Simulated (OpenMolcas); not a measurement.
Consider [Cu2(μ-Br)2(Cl)4]2-, a planar model complex in vacuum (2 bridging Br, bridge angle 104°, metal-metal distance 3.96 Å, Cu–Br 2.52 Å; typed geometry, not optimised).

```xyz
8

Cu    -1.9818     0.0000     0.0000
Cu     1.9818     0.0000     0.0000
Br     0.0000     1.5484     0.0000
Br     0.0000    -1.5484     0.0000
Cl    -3.6294     1.6476     0.0000
Cl    -3.6294    -1.6476     0.0000
Cl     3.6294     1.6476     0.0000
Cl     3.6294    -1.6476     0.0000
```

Question: Give the energies of the total-spin states at CASSCF(2,2) on the singly occupied d orbitals (ANO-RCC-VDZP on Cu, Cl and ANO-RCC-VDZ on Br, scalar-relativistic DKH2, RICD, no spin-orbit coupling, OpenMolcas), and the exchange constant.

Answer: Local spins 1/2 and 1/2.

```
total S  E (cm⁻¹)  natural occupations, lowest and highest
-------  --------  ---------------------------------------
1            47.0                             1.000, 1.000
0             0.0                             0.955, 1.045
```

J = -23.5 cm⁻¹ (antiferromagnetic).

J is defined by H = −2J S1·S2, so negative values are antiferromagnetic. Wave-function values come from the highest and lowest total spin; broken-symmetry values use Yamaguchi's formula with the computed ⟨S²⟩. The active space holds the singly occupied metal orbitals alone, without bridging-ligand orbitals. No row is a measured value.
